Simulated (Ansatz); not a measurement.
C$_{2}$H$_{5}$AlBF (`C[B]1[AlH][CH]1F`), one more setting.

```yaml
crystal:
  periodic: [false, false, false]
  atoms:
    - {symbol: C, position_ang: [-1.673430, 0.190014, 0.120190]}
    - {symbol: B, position_ang: [-0.132254, -0.069039, -0.149240]}
    - {symbol: Al, position_ang: [1.347741, -0.806637, -1.524038]}
    - {symbol: C, position_ang: [1.049275, 0.224511, 0.596612]}
    - {symbol: F, position_ang: [0.961399, 0.611490, 1.910648]}
    - {symbol: H, position_ang: [-1.836624, 0.661662, 1.160792]}
    - {symbol: H, position_ang: [-2.199662, 0.940444, -0.607356]}
    - {symbol: H, position_ang: [-2.349946, -0.828132, -0.047310]}
    - {symbol: H, position_ang: [2.772783, -1.234994, -1.703868]}
    - {symbol: H, position_ang: [2.191677, -0.088036, 0.313849]}
basis:
  gaussian: {orbitals: "6-31++G**"}
hamiltonian: {xc: {name: wPBEh}}
accuracy: high
output: {forces: true}
```

```sh
$ ansatz run in.yaml --threads 2 --pin off --events-out ev --progress --plain --max-ram 4352MiB
```

It prints (some lines left out):

```
Functional definition: wPBEh
2749 factors; integrals over basis functions are off by at most 3.8e-9 eV
153 factors; integrals over basis functions are off by at most 1.2e-9 eV
mean field evaluation 1: about -12119.6264 eV, gradient 6.9e1 eV
mean field evaluation 2: about -11998.8251 eV, gradient 1.6e2 eV
mean field evaluation 4: about -12132.8385 eV, gradient 2.0e1 eV
mean field evaluation 8: about -12134.1434 eV, gradient 8.1e-1 eV
mean field evaluation 16: about -12134.2627 eV, gradient 1.0e-4 eV
mean field -12134.26267943 eV, -445.9259285703 hartree, gradient 5.9e-8 eV, S^2 0.000000; 0 other end points of the search recorded, 0 dependent functions left out
reference -12134.26268634 eV, -445.9259288242 hartree; 22, 22 occupied and 107, 107 virtual orbitals, 2749 factors
Total energy: -12134.26268634 eV, -445.9259288242 hartree
Atom 0 at    -1.673430     0.190014     0.120190 Å, force    -2.416136    -0.560925    -0.693107 eV/Å
Atom 1 at    -0.132254    -0.069039    -0.149240 Å, force    -0.903072    -0.153107    -1.567653 eV/Å
Atom 2 at     1.347741    -0.806637    -1.524038 Å, force    -2.318260     1.047837     1.479321 eV/Å
Atom 3 at     1.049275     0.224511     0.596612 Å, force     2.625206    -1.121482    -0.037692 eV/Å
Atom 4 at     0.961399     0.611490     1.910648 Å, force     0.668667     0.117093    -0.224343 eV/Å
Atom 5 at    -1.836624     0.661662     1.160792 Å, force     0.157822    -1.071869    -1.373855 eV/Å
Atom 6 at    -2.199662     0.940444    -0.607356 Å, force     1.191709    -1.214158     1.041292 eV/Å
Atom 7 at    -2.349946    -0.828132    -0.047310 Å, force     1.712994     2.529870     0.822208 eV/Å
Atom 8 at     2.772783    -1.234994    -1.703868 Å, force     1.472701    -0.489215    -0.374442 eV/Å
Atom 9 at     2.191677    -0.088036     0.313849 Å, force    -2.191630     0.915957     0.928271 eV/Å
Dipole moment:     0.198798    -0.330450    -0.716753 e Å
```

It took 12 s on 2 threads of an Arm Neoverse V2 on a shared host, with 0.56 GiB of host memory at the peak.
